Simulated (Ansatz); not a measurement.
Input for Ansatz (an electronic-structure program): R-BLYP/def2-TZVPP on CH4SeTe (SMILES C[Te][SeH]), a point of a torsion scan. Elements past Kr take the def2 small-core potentials; no spin–orbit coupling.

Ansatz 0.2 input:
```yaml
crystal:
  periodic: [false, false, false]
  atoms:
    - {symbol: C, position_ang: [-0.95616466, -0.24167585, 0.01412925]}
    - {symbol: Te, position_ang: [0.02520901, 1.67398718, -0.18496116]}
    - {symbol: Se, position_ang: [2.34040148, 0.72304828, 0.13812836]}
    - {symbol: H, position_ang: [-0.64964074, -0.90335236, -0.78649023]}
    - {symbol: H, position_ang: [-2.02080583, -0.06605139, -0.05133714]}
    - {symbol: H, position_ang: [-0.72227944, -0.68963758, 0.97145178]}
    - {symbol: H, position_ang: [2.05191379, -0.56900498, -0.43129288]}
basis:
  gaussian:
    orbitals: def2-TZVPP
hamiltonian:
  xc: {name: BLYP}
scf: {lower_state_search: off}
```

The log:

```
WARN ansatz: RAYON_NUM_THREADS=1 ignored (pool sized by the plan → 1); use --threads N
Functional definition: BLYP
these checks for a lower state are left out or cut short: stability, starts, cluster_reference, orbital_swaps, neighbouring_geometries, increment
integrals: 0.10 GiB planned
1189 factors; their error is unknown
mean field: 0.71 GiB planned
mean field evaluation 1: about -73734.3547 eV, gradient 6.8e1 eV
mean field evaluation 2: about -73704.6444 eV, gradient 1.1e2 eV
mean field evaluation 4: about -73744.7933 eV, gradient 1.2e1 eV
mean field evaluation 8: about -73745.0851 eV, gradient 1.1e-1 eV
mean field evaluation 16: about -73744.9217 eV, gradient 1.7e-3 eV
mean field -73744.92169873 eV, -2710.0758863251 hartree, gradient 3.5e-6 eV, S^2 0.000000; 0 other end points of the search recorded, 0 dependent functions left out
reference -73744.92202137 eV, -2710.0758981820 hartree; 34, 34 occupied and 151, 151 virtual orbitals, 1189 factors
Total energy: -73744.92202137 eV, -2710.0758981820 hartree
Checks for a lower state left out: stability, starts, cluster_reference, orbital_swaps, neighbouring_geometries, increment
```

The calculation finished and met its thresholds.

Cost: roughly 2.5 core-seconds.
